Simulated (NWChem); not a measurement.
CClF, singlet; SMILES Cl[C]F

Low-valent species are run as closed-shell singlets; no triplet was tried in these runs.

Problem. Give the equilibrium geometry at PBE0/def2-SVP (NWChem) as a list of bonds and angles, with the point group.

Solution. point group Cs; any orientation.
Bonded distances (Å): F1–C2 1.286, C2–Cl3 1.744. Angles (°): F1–C2–Cl3 106.6.
